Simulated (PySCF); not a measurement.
## Core-level binding energies of (BeS)3 ring

(BeS)3 ring, Be₃S₃.
Structure used (PBE0-D3(BJ)/def2-SVP), in Å, numbered top down from 1:
```xyz
6
Be3S3 angstrom
Be     0.6228    1.2394   -0.2991
S     -1.2138    1.7628   -0.3799
Be    -1.4166   -0.0900    0.0472
S     -0.9544   -1.8997    0.4559
Be     0.7932   -1.1510    0.2491
S      2.1687    0.1385   -0.0731
```

The calculation used delta-SCF UKS SCAN, pcX-2 on the ionised atom, pcseg-1 elsewhere, spin-free X2C (PySCF 2.14.0). Binding energies are ΔSCF values: E(core-ionised, relaxed orbitals) − E(ground state) at a fixed geometry, referred to the vacuum level.

Problem. Give the core binding energies atom by atom.

Solution. 
```
    atom(s)              environment    level  binding energy (eV)  2p1/2 (eV)  count
Be1/Be3/Be5  beryllium bonded to 2 S    Be 1s               121.18           –      3
   S2/S4/S6    sulfur bonded to 2 Be  S 2p3/2               168.76      169.99      3
   S2/S4/S6    sulfur bonded to 2 Be     S 1s              2476.53           –      3
```

Problem. Give the binding energy of S 2p3/2 of S2/S4/S6 in hartree and in kJ/mol.

Solution. 168.76 eV = 6.2018 Eh = 16283 kJ/mol.

Atoms equivalent by their bonding share one computed value, that of the first of them. Spin–orbit coupling isn't in the SCF: each 2p doublet comes from a relaxed spin-free hole plus a matrix of the shell (mean-field spin–orbit coupling and the ground-state 2p splitting), with 2p3/2 averaged over its two sublevels. 2p1/2 minus 2p3/2 (ligand field included): S 1.23 eV. Isolated species at its PBE0-D3(BJ)/def2-SVP geometry (one conformer only).
